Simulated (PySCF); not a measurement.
Orbital gap (eV) of eight silicon and germanium compounds: PBE beside PBE0, computed with PySCF for isolated molecules in the bases named; differences from unrounded values. The eight are the first of their class met in an unordered collection, after screening for sound electronic states; none was chosen by its value. Each molecule has one DFT geometry for both levels.

| molecule | basis | PBE0 |
|---|---|---|
| CH₅FOSi, SMILES C[Si@H](O)F | def2-TZVP | 9.61 |
| Si(F)2(Cl)(Me) (CH3ClF2Si), SMILES F[Si](Cl)(C)F | def2-TZVP | 10.44 |
| C3H8O2Si, SMILES OC[SiH]1COC1 | def2-TZVP | 7.19 |
| C₂H₄FNOSi, SMILES [Si@H]1(O)[C@H](N=C1)F | def2-TZVP | 5.83 |
| C3H8O2Si, SMILES C[C@@H](C=O)[SiH2]O | def2-TZVP | 6.44 |
| CH7GeNSi2, SMILES N1=[C]([GeH2][SiH2]1)[SiH3] | def2-TZVP | 4.97 |
| CH5ClFNSi, SMILES C[Si@@](N)(F)Cl | def2-TZVP | 8.77 |
| C₃H₉FOSi, SMILES CCOC[SiH2]F | def2-TZVP | 7.44 |

Problem. Estimate the PBE values and say how PBE differs from PBE0 over the set. (The exact figures need the calculation; the answer reports its results.)

Solution. 
```tsv
molecule	PBE	difference
CH₅FOSi, SMILES C[Si@H](O)F	7.23	-2.37
Si(F)2(Cl)(Me) (CH3ClF2Si), SMILES F[Si](Cl)(C)F	8.07	-2.37
C3H8O2Si, SMILES OC[SiH]1COC1	4.81	-2.38
C₂H₄FNOSi, SMILES [Si@H]1(O)[C@H](N=C1)F	3.34	-2.49
C3H8O2Si, SMILES C[C@@H](C=O)[SiH2]O	3.75	-2.68
CH7GeNSi2, SMILES N1=[C]([GeH2][SiH2]1)[SiH3]	2.72	-2.25
CH5ClFNSi, SMILES C[Si@@](N)(F)Cl	6.41	-2.36
C₃H₉FOSi, SMILES CCOC[SiH2]F	5.05	-2.39
```
PBE lies below PBE0 in 8 and above it in 0 of the eight; the mean signed difference is -2.41 and the largest -2.68 eV.
